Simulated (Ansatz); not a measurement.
# A rate constant, worked out

An elementary step of SiH₂OF₂, closed shell (SiH₂OF₂ ([OH][SiH]([F])[F]) → SiOF₂ ([O][Si]([F])[F]) + H₂; Si–H, O–H broken or loosened, H–H formed or tightened). The start structure is the reactant molecule, and the electronic barrier above it is 3.044 eV by CCSD(T) at an estimated basis limit (MP2 extrapolated from triple and quadruple zeta, plus CCSD(T) − MP2 in triple zeta). Ansatz 0.2.0; basis: def2-TZVPP and def2-QZVPP; cores frozen in the correlated methods. Extrapolation: Hartree–Fock as exp(−7.88 √X), correlation as X^−2.97. Harmonic wavenumbers at PBE0-D4/def2-TZVP (Ansatz 0.2.0), in cm⁻¹:

Start: 176, 311, 331, 396, 758, 831, 840, 889, 963, 1006, 2355, 3927.

Saddle: 1086i, 313, 332, 413, 452, 837, 947, 993, 1082, 1275, 1954, 2258.

(1) Work out the transition-state-theory rate constant at 400 K from these numbers alone (harmonic vibrations; rotation, path degeneracy and anharmonicity left out), and the Wigner tunnelling factor. Use 1 cm⁻¹ = 1.2398 × 10⁻⁴ eV and k_B = 8.617 × 10⁻⁵ eV/K.

No T1 diagnostic of these runs exceeds 0.016.

Answers

(1) Zero-point energies, half the sums: start 12783/2 cm⁻¹ = 0.7924 eV; saddle, real modes only, 10856/2 cm⁻¹ = 0.6730 eV.
Barrier with zero-point energy: 3.044 + 0.6730 − 0.7924 = 2.9246 eV.
k_BT = 0.03447 eV, so the barrier is 84.85 k_BT.
Vibrational partition functions from the zero-point level, ln q = −Σ ln(1 − exp(−hν/k_BT)): start 2.061, saddle 1.374.
k = (k_BT/h) exp(ln q‡ − ln q) exp(−E0/k_BT), with log₁₀(k_BT/h in s⁻¹) = 12.92: log₁₀ k = 12.92 + (-0.687 − 84.85)/2.3026 = -24.23, so k ≈ 6 × 10^(-25) s⁻¹.
Wigner factor: 1 + (hν‡/k_BT)²/24 = 1 + (3.91)²/24 = 1.64, too large for this simple formula to be trusted. A change of 1 kcal/mol (0.043 eV) in the barrier would change k by a factor of 3.5 at this temperature.

Labels in which every atom is bracketed show which atoms are joined, not bond orders.

For scale, one of the runs: CCSD(T)/def2-TZVPP, 163 basis functions, launched by `ansatz run in.yaml --threads 2 --pin off --events-out ev --progress --plain --max-ram 4352MiB`. Hardware: 2 CPU threads of an Arm Neoverse V1, shared host. Wall time 45 s; peak host memory 1.3 GiB.
